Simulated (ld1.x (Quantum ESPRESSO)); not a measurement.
**Which change was made? (Cl, TM)**

ld1.x (Quantum ESPRESSO) 7.5 input, shortened:

```
&input
   title='Cl', zed=17., rel=2, dft='PZ', iswitch=3,
   config='[Ne] 3s2 3p4.5 3d-2', rel_dist='average'
 /
 &inputp
   pseudotype=2, tm=.true., lloc=-1, rcloc=1.00,
   nlcc=.false.
 /
3
3S  1  0   2.00   0.00  1.25  1.25  0.0
3P  2  1   4.50   0.00  1.50  1.50  0.0
3D  3  2  -2.00   0.35  1.30  1.30  0.0
 &test
   configts(1)='3s2 3p4.5'
 /
```

Open shells are filled in proportion to 2j + 1 (rel_dist='average').

Cutoffs, loose and tight: the cutoffs (Ry, on a coarse ladder) from which the occupation-weighted sum of valence levels, in a spherical-Bessel basis at the reference potential, stays within 10 and 1 mRy of its value at 400 Ry. They do not see the model core or the augmentation charge, which bear on the density cutoff. Test errors are all-electron minus pseudo excitation energies from the reference, over the configurations 3s2 3p5; 3s2 3p4; 3s2 3p3; 3s1 3p6; 3s2 3p5.3; 3s2 3p1; 3s2 3p2; variants that change the core or the reference have their own tests.

The base gives: outcome: generated; cutoff, loose: 45 Ry; cutoff, tight: 80 Ry; bound ghosts: none; largest test error (meV): +399.

Q: After one change the result is: outcome: generated; cutoff, loose: 120 Ry; cutoff, tight: 260 Ry; bound ghosts: none; largest test error (meV): +522. Which change was it?
A. wave 3s (bound): rc 1.25 bohr becomes 3s (bound): rc 0.96 bohr
B. wave 3s (bound): rc 1.25 bohr becomes 3s (bound): rc 0.84 bohr
C. wave 3s (bound): rc 1.25 bohr becomes 3s (bound): rc 1.12 bohr

A: A. The others give: wave 3s (bound): rc 1.25 bohr becomes 3s (bound): rc 0.84 bohr → outcome: generated; cutoff, loose: 260 Ry; cutoff, tight: over 300 Ry; bound ghosts: none; largest test error (meV): +639 | wave 3s (bound): rc 1.25 bohr becomes 3s (bound): rc 1.12 bohr → outcome: generated; cutoff, loose: 55 Ry; cutoff, tight: 120 Ry; bound ghosts: none; largest test error (meV): +418.
